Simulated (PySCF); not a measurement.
**Ti: interval between two levels**

Ti [Ar] 3d2 4s2 [3F4, M_J = 4] → Ti [Ar] 3d2 4s1 4p1 [5G6, M_J = 6], as a difference of total energies. Computed with PySCF 2.14 in x2c-SVPall-2c with one added diffuse shell each of s, d type (6s5p4d1f, 48 functions), with the two-component X2C-1e Hamiltonian. Correlated levels: [Ne] frozen; the 6 highest virtual spinors dropped. "Screened" scales the spin-orbit matrix elements by Boettger's factors to mimic the two-electron term; Breit and QED terms are absent.

```tsv
method	interval between two levels (cm⁻¹)	error (cm⁻¹)
GHF (spin-free)	13460	-2612
GMP2 (spin-free)	18282	+2211
GHF (screened spin-orbit)	13613	-2459
GMP2 (screened spin-orbit)	18437	+2365
```

Reference: 16072 cm⁻¹ (measured; NIST Handbook of Basic Atomic Spectroscopic Data (Sansonetti and Martin, J. Phys. Chem. Ref. Data 34, 1559 (2005))).

Errors of the correlated levels include the incompleteness of this basis and the frozen core.

The labels give the starting determinants; with spin-orbit coupling the two ends relaxed to ⟨J²⟩ = 20.02, ⟨L²⟩ = 12.01, ⟨S²⟩ = 2.01 and ⟨J²⟩ = 42.02, ⟨L²⟩ = 20.02, ⟨S²⟩ = 6.00.
